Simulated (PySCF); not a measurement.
## Ca⁵⁺ (calcium, charge +5): UHF calculation

Configuration: [Ne] 3s2 3p3, high-spin 4S determinant. Computed with PySCF 2.14 in an uncontracted even-tempered set (18 s from 0.19 bohr⁻², ratio 2.5; 12 p from 0.24 bohr⁻², ratio 2.5; 5 d from 1.9 bohr⁻², ratio 2.7; 5 f from 2.9 bohr⁻², ratio 2.7), with no relativity, point nucleus.

* Total energy: -668.866661 hartree
* One-electron energy: -872.5771 hartree
* Hartree (Coulomb) energy: 236.9921 hartree
* Exchange energy: -33.2817 hartree
* Kinetic energy: 668.87027 hartree
* ⟨S²⟩: 3.7507
* ⟨L²⟩: 0.000
* Sum of ⟨r⟩: 8.366 bohr
* Sum of ⟨r²⟩: 8.130 bohr²
* Density at the nucleus (Gaussians lack the cusp): 5270 bohr⁻³
* Spin density at the nucleus: 0.410 bohr⁻³

```csv
shell,electrons,mean orbital energy (hartree),"rms radius, mean of both spins (bohr)"
1s α,1,-152.49358,0.0896
1s β,1,-152.41305,0.0896
2s α,1,-19.81027,0.394
2s β,1,-19.74303,0.394
2p α,3,-16.64966,0.362
2p β,3,-16.52303,0.362
3s α,1,-4.92436,1.15
3s β,1,-4.36670,1.15
3p α,3,-3.96239,1.20
```

Spin-orbit constants ζ (cm⁻¹) from the X2C one-electron operator on these orbitals (non-relativistic here): bare nucleus, nucleus screened by l(l+1)(2l+1)/3 electrons, and screened by the Breit-Pauli mean field of the electrons.

```tsv
shell	bare	screened nucleus	mean field
2p	21200	19080	18110
3p	2674	2406	2269
```
